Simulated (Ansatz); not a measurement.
System: sum formula TaO2F, net charge 1, doublet state. The spin state was set by rule; other spins were not relaxed. 
Coordinates optimised at B3LYP-D3(BJ)/def2-TZVP (Ansatz, a program for electronic structure):
```
Ta
O 1 1.7640
O 1 1.7640 2 93.99
F 1 1.8363 2 106.82 3 -108.91
```
Charge +1, spin multiplicity 2.

Total electronic energies in hartree. Cores are frozen in the correlated levels unless marked. Open shells are spin-unrestricted. No spin-orbit coupling. Frozen are the shells of the preceding noble gas and the d and f shells that filled before the atom's block. Past Kr the def2 sets carry scalar-relativistic core potentials. CBS(X,Y): correlation extrapolated as X^-3; Hartree-Fock from the larger set. The bracket is a focal-point correction in the basis named.

The UHF reference is spin-contaminated (<S^2> 0.40 over the pure value in the largest basis). The T1 diagnostic of CCSD in the largest basis is 0.056, which is high, so the coupled-cluster rows are less sure than usual.

```
level                                                                 program  energy (Eh)
-------------------------------------------------------------  --------------  -----------
HF/def2-TZVPP                                                          Ansatz   -305.44724
RI-HF/def2-TZVPPD                                                      Ansatz   -305.44894
RI-HF/def2-QZVPPD                                                      Ansatz   -305.46017
PBE-D4/def2-TZVPD                                              Ansatz + dftd4   -306.99349
BLYP/def2-TZVPD                                                        Ansatz          [?]
revPBE-D4/def2-TZVPD                                           Ansatz + dftd4   -307.19544
r2SCAN/def2-TZVPD                                                      Ansatz   -307.11251
PBE0-D3(BJ)/def2-TZVPD                                         Ansatz + dftd3   -306.91194
PBE0-D4/def2-TZVPD                                             Ansatz + dftd4   -306.91206
PBE0/def2-QZVPP                                                        Ansatz          [?]
HSE06-D4/def2-TZVPD                                            Ansatz + dftd4          [?]
wB97M-V/def2-TZVPD                                                     Ansatz   -307.02140
B2PLYP/def2-TZVPD                                                      Ansatz   -306.85986
MP2/def2-SVP                                                           Ansatz   -305.74842
MP2/def2-TZVPP                                                         Ansatz   -306.26385
RI-MP2/def2-TZVPP                                                      Ansatz   -306.26372
RI-MP2/def2-QZVPP                                                      Ansatz   -306.34006
RI-MP2/CBS(def2-TZVPP,def2-QZVPP)                                      Ansatz    -306.3865
RI-MP2/CBS(def2-TZVPPD,def2-QZVPPD)                                    Ansatz    -306.3853
SCS-MP2/def2-SVP                                                       Ansatz   -305.71236
SCS-MP2/def2-TZVPPD                                                    Ansatz   -306.23463
CCSD(T)/def2-SVP                                                       Ansatz   -305.80162
RI-MP2/CBS(def2-TZVPPD,def2-QZVPPD)+[CCSD(T)-MP2]/def2-TZVPPD          Ansatz    -306.4474
```

Complete the blanks.


- BLYP/def2-TZVPD, energy (Eh): -307.17714
- PBE0/def2-QZVPP, energy (Eh): -306.92809
- HSE06-D4/def2-TZVPD, energy (Eh): -306.90170
